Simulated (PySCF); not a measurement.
Nuclear quadrupole coupling in `C=C(CF)C(=O)[O-]`

C4H4FO2 (charge -1).
Z-matrix (Å and degrees, GFN2-xTB geometry), rows numbered from 1:
```
C 
C   1  1.3214
C   2  1.4897  1  124.77
F   3  1.3944  2  114.37  1    -0.01
C   2  1.5727  1  122.02  3  -180.00
O   5  1.2349  2  115.70  1    -0.05
O   5  1.2405  2  114.64  1   179.98
H   1  1.0778  2  119.14  3   179.97
H   1  1.0826  2  123.39  3    -0.02
H   3  1.0951  2  110.30  1   120.10
H   3  1.0951  2  110.28  1  -120.11
```

Field gradients from the PBE0/pcSseg-1 density (PySCF, non-relativistic), principal values in atomic units, ordered |Vxx| ≤ |Vyy| ≤ |Vzz|:

```
atom     Vxx     Vyy      Vzz
  O6  0.4179  0.9272  -1.3451
  O7  0.4567  0.9461  -1.4028
```

Q: Find the asymmetry η = (Vxx − Vyy)/Vzz and the couplings χ = eQV/h (234.96 MHz × Q in barn × V in au), with Q(17O) = −0.0256 b.

A: 
```json
{"atom": "O6", "environment": "carboxylate oxygen", "nucleus": "17O", "η": "0.38", "χzz (MHz)": "8.09", "χxx (MHz)": "-2.51", "χyy (MHz)": "-5.58"}
{"atom": "O7", "environment": "carboxylate oxygen", "nucleus": "17O", "η": "0.35", "χzz (MHz)": "8.44", "χxx (MHz)": "-2.75", "χyy (MHz)": "-5.69"}
```

The tensor is traceless: Vxx + Vyy + Vzz = 0.

Q: What is Vzz at O7 in SI units (1 au = 9.71736 × 10²¹ V/m²)?

A: -1.4028 au = -13.632 × 10²¹ V/m².

Q: And the gradient at the other heavy atoms, for which no coupling is worked out here?

A: 
| atom | environment | Vzz (au) | η |
| --- | --- | --- | --- |
| C1 | terminal =CH2 carbon | 0.259 | 0.52 |
| C2 | fully substituted alkene carbon | 0.375 | 0.58 |
| C3 | sp3 C–F carbon | 0.603 | 0.03 |
| F4 | alkyl fluorine | 2.949 | 0.05 |
| C5 | carboxylate carbon | 0.363 | 0.64 |

Q: What couplings would deuterons (Q(2H) = 0.00286 b) have in place of the hydrogens, at this geometry?

A: 
```tsv
atom	bonded to	bond length (Å)	Vzz (au)	η	χzz (kHz)
H8	C1	1.078	0.3372	0.02	227
H9	C1	1.083	0.3331	0.04	224
H10	C3	1.095	0.2934	0.05	197
H11	C3	1.095	0.2934	0.05	197
```

The structure is a single GFN2-xTB conformer in the gas phase; no vibrational or solvent corrections. The pcSseg-1 basis has no diffuse functions, a weakness for an anion. GFN2-xTB bond lengths can be off by several hundredths of an ångström, more for odd bonds, and the gradients follow them. With so small a basis the couplings can be 20 % off.
